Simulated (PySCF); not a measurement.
F$_{4}$Ti (SMILES [F][Ti]([F])([F])[F]), singlet, at a GFN2-xTB geometry (such geometries of metal compounds can be far from the true shape), with bond 5-1 at 1.3 times its length; M062X/STO-3G (PySCF).

The PySCF input:
```python
from pyscf import gto, scf, dft

mol = gto.M(
    atom='''
Ti   -0.00000000    0.00000000   -0.00000000
F     1.09605918    0.78825549   -1.02006553
F     0.83942245   -1.05573028    1.02177770
F    -1.10669132   -0.87768495   -0.93173471
F    -1.07742740    1.48870766    1.20902930
''',
    basis='sto-3g',
    verbose=4,
)

mf = dft.RKS(mol)
mf.xc = 'm062x'
mf.DIIS = scf.EDIIS
mf.kernel()
```

Output, abridged:

```
PySCF version 2.14.0

[INPUT] verbose = 4
[INPUT] num. atoms = 5
[INPUT] num. electrons = 58
[INPUT] charge = 0
[INPUT] spin (= nelec alpha-beta = 2S) = 0
[INPUT] symmetry False subgroup None
[INPUT] Mole.unit = angstrom
[INPUT] Symbol           X                Y                Z      unit          X                Y                Z       unit  Magmom
[...]
nuclear repulsion = 320.227122607962
number of shells = 20
number of NR pGTOs = 114
number of NR cGTOs = 38
basis = sto-3g
ecp = {}

******** <class 'pyscf.dft.rks.RKS'> ********
method = RKS
initial guess = minao
damping factor = 0
level_shift factor = 0
DIIS = <class 'pyscf.scf.diis.EDIIS'>
diis_start_cycle = 1
diis_space = 8
diis_damp = 0
SCF conv_tol = 1e-09
SCF conv_tol_grad = None
SCF max_cycles = 50
direct_scf = True
direct_scf_tol = 1e-13
XC library pyscf.dft.libxc version 7.1.2
    S. Lehtola, C. Steigemann, M. J. T. Oliveira, and M. A. L. Marques,  SoftwareX 7, 1–5 (2018)
XC functionals = m062x
    Y. Zhao and D. G. Truhlar,  Theor. Chem. Acc. 120, 215 (2008)
    Y. Zhao and D. G. Truhlar,  Theor. Chem. Acc. 120, 215 (2008)
radial grids:
    Treutler-Ahlrichs [JCP 102, 346 (1995); DOI:10.1063/1.469408] (M4) radial grids

becke partition: Becke, JCP 88, 2547 (1988); DOI:10.1063/1.454033
pruning grids: <function nwchem_prune>
grids dens level: 3
symmetrized grids: False
atomic radii adjust function: <function treutler_atomic_radii_adjust>
small_rho_cutoff = 0
Set gradient conv threshold to 3.16228e-05
Initial guess from minao.
tot grids = 77952
init E= -1233.23866966997
[...]
cycle= 1 E= -1234.31906238208  delta_E= -1.08  |g|= 0.884  |ddm|= 3.18
[...]
cycle= 2 E= -1232.15499684619  delta_E= 2.16  |g|= 3.35  |ddm|= 3.68
[...]
cycle= 3 E= -1234.49739377934  delta_E= -2.34  |g|= 0.545  |ddm|= 3.41
[...]
cycle= 4 E= -1234.49739377977  delta_E= -4.28e-10  |g|= 0.545  |ddm|= 1.54e-09
[...]
cycle= 5 E= -1234.49739383749  delta_E= -5.77e-08  |g|= 0.545  |ddm|= 2.08e-07
[...]
cycle= 6 E= -1234.4973937789  delta_E= 5.86e-08  |g|= 0.545  |ddm|= 2.12e-07
[...]
cycle= 7 E= -1234.49739377811  delta_E= 7.91e-10  |g|= 0.545  |ddm|= 2.85e-09
[...]
cycle= 8 E= -1234.49739378053  delta_E= -2.42e-09  |g|= 0.545  |ddm|= 8.73e-09
[...]
cycle= 9 E= -1234.49739377763  delta_E= 2.9e-09  |g|= 0.545  |ddm|= 1.05e-08
[...]
cycle= 10 E= -1234.43968311424  delta_E= 0.0577  |g|= 0.702  |ddm|= 0.306
[...]
cycle= 11 E= -1232.52100971626  delta_E= 1.92  |g|= 3.13  |ddm|= 3.28
[...]
cycle= 12 E= -1234.51903905936  delta_E=   -2  |g|= 0.458  |ddm|=  3.2
[...]
cycle= 13 E= -1234.51903906385  delta_E= -4.48e-09  |g|= 0.458  |ddm|= 2.08e-08
[...]
cycle= 14 E= -1234.51903906369  delta_E= 1.54e-10  |g|= 0.458  |ddm|= 6.99e-10
[...]
cycle= 15 E= -1234.51903906348  delta_E= 2.09e-10  |g|= 0.458  |ddm|= 9.75e-10
[...]
cycle= 16 E= -1234.51903906324  delta_E= 2.42e-10  |g|= 0.458  |ddm|= 1.13e-09
[...]
cycle= 17 E= -1234.51903905278  delta_E= 1.05e-08  |g|= 0.458  |ddm|= 4.85e-08
[...]
cycle= 18 E= -1234.51903907243  delta_E= -1.96e-08  |g|= 0.458  |ddm|= 9.12e-08
[...]
cycle= 19 E= -1234.48269315852  delta_E= 0.0363  |g|= 0.583  |ddm|= 0.343
[...]
cycle= 20 E= -1232.87312724996  delta_E= 1.61  |g|= 2.84  |ddm|= 3.09
[...]
cycle= 21 E= -1234.53760448748  delta_E= -1.66  |g|= 0.434  |ddm|= 3.01
[...]
cycle= 22 E= -1234.53760451831  delta_E= -3.08e-08  |g|= 0.434  |ddm|= 1.38e-07
[...]
cycle= 23 E= -1234.53760450667  delta_E= 1.16e-08  |g|= 0.434  |ddm|= 5.22e-08
[...]
cycle= 24 E= -1234.5376045038  delta_E= 2.87e-09  |g|= 0.434  |ddm|= 1.29e-08
[...]
cycle= 25 E= -1234.53760450356  delta_E= 2.35e-10  |g|= 0.434  |ddm|= 1.05e-09
[...]
cycle= 26 E= -1234.53760450379  delta_E= -2.21e-10  |g|= 0.434  |ddm|= 9.82e-10
[...]
cycle= 27 E= -1234.53760450344  delta_E= 3.45e-10  |g|= 0.434  |ddm|= 1.53e-09
[...]
cycle= 28 E= -1234.51793831957  delta_E= 0.0197  |g|= 0.507  |ddm|= 0.219
[...]
cycle= 29 E= -1233.42222729225  delta_E=  1.1  |g|= 2.32  |ddm|= 2.75
[...]
cycle= 30 E= -1234.57077769752  delta_E= -1.15  |g|= 0.385  |ddm|= 2.61
[...]
cycle= 31 E= -1234.57077769712  delta_E= 4.02e-10  |g|= 0.385  |ddm|= 1.93e-09
[...]
cycle= 32 E= -1234.57077769821  delta_E= -1.1e-09  |g|= 0.385  |ddm|= 5.3e-09
[...]
cycle= 33 E= -1234.57077769769  delta_E= 5.26e-10  |g|= 0.385  |ddm|= 2.53e-09
[...]
cycle= 34 E= -1234.57077773365  delta_E= -3.6e-08  |g|= 0.385  |ddm|= 1.74e-07
[...]
cycle= 35 E= -1234.57077770307  delta_E= 3.06e-08  |g|= 0.385  |ddm|= 1.48e-07
[...]
cycle= 36 E= -1234.57077769753  delta_E= 5.54e-09  |g|= 0.385  |ddm|= 2.67e-08
[...]
cycle= 37 E= -1234.55848198907  delta_E= 0.0123  |g|= 0.432  |ddm|= 0.129
[...]
cycle= 38 E= -1234.07557283169  delta_E= 0.483  |g|= 1.51  |ddm|= 2.14
[...]
cycle= 39 E= -1234.61829072833  delta_E= -0.543  |g|= 0.273  |ddm|= 1.89
[...]
cycle= 40 E= -1234.61829073064  delta_E= -2.3e-09  |g|= 0.273  |ddm|= 1.54e-08
[...]
cycle= 41 E= -1234.61829072831  delta_E= 2.33e-09  |g|= 0.273  |ddm|= 1.56e-08
[...]
cycle= 42 E= -1234.61829072747  delta_E= 8.4e-10  |g|= 0.273  |ddm|= 5.6e-09
[...]
cycle= 43 E= -1234.61829072784  delta_E= -3.75e-10  |g|= 0.273  |ddm|= 2.51e-09
[...]
cycle= 44 E= -1234.61829072834  delta_E= -4.98e-10  |g|= 0.273  |ddm|= 3.33e-09
[...]
cycle= 45 E= -1234.61829072831  delta_E= 2.59e-11  |g|= 0.273  |ddm|= 1.88e-10
[...]
cycle= 46 E= -1234.60735383186  delta_E= 0.0109  |g|= 0.322  |ddm|= 0.0975
[...]
cycle= 47 E= -1234.52472554556  delta_E= 0.0826  |g|= 0.642  |ddm|= 1.27
[...]
cycle= 48 E= -1234.65168203914  delta_E= -0.127  |g|= 0.102  |ddm|= 0.921
[...]
cycle= 49 E= -1234.65168203645  delta_E= 2.69e-09  |g|= 0.102  |ddm|= 4.87e-08
[...]
cycle= 50 E= -1234.6516820399  delta_E= -3.46e-09  |g|= 0.102  |ddm|= 6.27e-08
SCF not converged.
SCF energy = -1234.6516820399
```

Convergence was not reached.
